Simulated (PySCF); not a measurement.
HO3, SMILES O(O)[O], multiplicity 2.

Geometry: TPSSh-D3(BJ)/def2-TZVP. The values are those of a single conformer.

Level of theory: ωB97X/def2-TZVPD run with PySCF.

The molecule is in vacuum.

Computed frontier levels, dipole moment and polarisability:
The α spin, highest occupied and lowest empty level is -11.00 and 0.24 eV and the β spin, highest occupied and lowest empty level is -11.42 and -0.88 eV. The dipole moment is 2.05 D. The quadrupole, principal values (traceless, Buckingham form, about the centre of nuclear charge) is -2.87, -1.52, 4.39 D·Å, the mean static polarisability is 22.4 bohr³ (3.33 Å³) and the polarisability, principal values is 14.2, 17.4, 35.7 bohr³. The ⟨S²⟩ is 0.766 (pure state 0.75).
